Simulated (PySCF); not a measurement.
Part of a log for `C[N](C)[GeH2][B](O)O`: ground state, then the species with a core hole.

Computed with delta-SCF UKS SCAN, pcX-2 on the ionised atom, pcseg-1 elsewhere, spin-free X2C (PySCF). The program numbers atoms from 0. The cycles run on a coarse integration grid; for E(ground) and E(ion) the exchange–correlation energy is redone on a finer one, so they differ from the last cycle, and only they enter the binding energy.

Atom n of the output is atom n + 1 of `[CH3:1][N:2]([CH3:3])[GeH2:4][B:5]([OH:6])[OH:7]`.

```
ground state, core basis on atom 5 (O), 192 functions
  cycle   1  E = -2406.34305881  |g| = 1.01e-01
  cycle   2  E = -2406.34204323  |g| = 8.88e-02
  cycle   3  E = -2406.34281516  |g| = 5.86e-02
  cycle   4  E = -2406.34340253  |g| = 8.02e-03
  cycle   5  E = -2406.34341264  |g| = 9.47e-04
  cycle   6  E = -2406.34341488  |g| = 2.85e-04
  E(ground) = -2406.48970405 Eh
hole in O 1s of atom 5
  cycle   1  E = -2385.72169221  |g| = 2.22e+00
  cycle   2  E = -2383.54856789  |g| = 2.59e+00
  cycle   3  E = -2385.96374342  |g| = 1.08e+00
  cycle   4  E = -2386.41119086  |g| = 5.16e-01
  ...
  cycle   8  E = -2386.53085603  |g| = 6.69e-03
  cycle   9  E = -2386.53087623  |g| = 1.25e-03
  cycle  10  E = -2386.53087700  |g| = 4.91e-04
  E(ion) = -2386.67790941 Eh   <S^2> = 0.7611   hole on atom = 1.000
```

Problem. What is the O 1s binding energy of atom 5?

Solution. (-2386.677909 − (-2406.489704)) Eh × 27.2114 eV/Eh = 539.11 eV, for the boron-bound oxygen.

```
ground state, core basis on atom 0 (C), 192 functions
  cycle   1  E = -2406.14573716  |g| = 9.12e-01
  cycle   2  E = -2405.79922638  |g| = 1.58e+00
  cycle   3  E = -2406.30815414  |g| = 1.53e-01
  cycle   4  E = -2406.31283293  |g| = 7.33e-02
  cycle   5  E = -2406.31388314  |g| = 2.50e-02
  cycle   6  E = -2406.31400896  |g| = 6.85e-03
  cycle   7  E = -2406.31402527  |g| = 2.10e-03
  cycle   8  E = -2406.31401842  |g| = 1.18e-03
  cycle   9  E = -2406.31402267  |g| = 3.00e-04
  E(ground) = -2406.46227753 Eh
hole in C 1s of atom 0
  cycle   1  E = -2395.05787869  |g| = 1.50e+00
  cycle   2  E = -2394.29842216  |g| = 1.88e+00
  cycle   3  E = -2395.57161746  |g| = 3.34e-01
  cycle   4  E = -2395.61331471  |g| = 1.00e-01
  ...
  cycle   9  E = -2395.61819989  |g| = 1.84e-03
  cycle  10  E = -2395.61820251  |g| = 1.21e-03
  cycle  11  E = -2395.61820300  |g| = 2.58e-04
  E(ion) = -2395.76585164 Eh   <S^2> = 0.7712   hole on atom = 1.000
```

Problem. What is the C 1s binding energy of atom 0?

Solution. (-2395.765852 − (-2406.462278)) Eh × 27.2114 eV/Eh = 291.06 eV, for the N-methyl carbon.

The ground state is recomputed for each atom, because the flexible core basis sits on the ionised atom alone; energies of different blocks can't be mixed. Geometry: PBE0-D3(BJ)/def2-SVP, one conformer, isolated molecule.

The run took 51 s wall on one thread of an Arm Neoverse V2, on a shared host, and the process peaked at 0.76 GiB of memory.

Conformer computed: `[CH3:1][N:2]([CH3:3])[GeH2:4][B:5]([OH:6])[OH:7]`: C1–N2–Ge4–B5 -62°, N2–Ge4–B5–O6 -29°, H–O6–B5–Ge4 179°, H–O7–B5–Ge4 -1°.
Labels such as C1 count atoms from 1, the log's own numbers from 0.
